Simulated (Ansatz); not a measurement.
`C[SiH](F)[SiH2]O` + HCl → `C[SiH](Cl)[SiH2]O` + H–F  (ligand exchange at the Si–F bond)

Program: Ansatz. Geometries: PBE0-D4/def2-TZVP. ΔE: electronic, gas phase. CCSD(T)/CBS is the MP2 limit (def2-TZVPP, def2-QZVPP) plus CCSD(T) − MP2 in def2-TZVPP, frozen cores. This one scheme is used for every species. DFT in def2-TZVPP. B3LYP here is the variant with VWN-RPA as its local correlation; programs differ in this. Each species was taken in one conformer, which may not be the lowest.

(1) Is it downhill or uphill in electronic energy at CCSD(T)/CBS, and by how much? (Estimate.)

(2) What do these levels give: r2SCAN-D4, PBE0-D4, ωB97X-V, B2PLYP, r2SCAN, PBE0, B3LYP, MP2/def2-TZVPP, CCSD/def2-TZVPP, MP2/def2-QZVPP, SCS-MP2/def2-QZVPP, MP2/CBS(def2)? (Estimate.)

Largest T1 diagnostic among the species: 0.012.

## Answers

(1) The calculation gave: Uphill: ΔE = +0.24 eV.

(2) Ansatz gave: r2SCAN-D4 0.28, PBE0-D4 0.19, ωB97X-V 0.30, B2PLYP 0.34, r2SCAN 0.29, PBE0 0.24, B3LYP 0.39, MP2/def2-TZVPP 0.22, CCSD/def2-TZVPP 0.32, MP2/def2-QZVPP 0.20, SCS-MP2/def2-QZVPP 0.28, MP2/CBS(def2) 0.17 eV.

The D4 term adds −0.09 eV with B3LYP and −0.05 eV with PBE0; it sums over pairs of atoms, weighted by their polarisabilities, and B3LYP, whose exchange is more repulsive, gets the larger term. In def2-TZVPP, CCSD(T) changes the Hartree–Fock value by −0.14 eV (the triples alone add −0.03 eV) and MP2 by −0.21 eV.
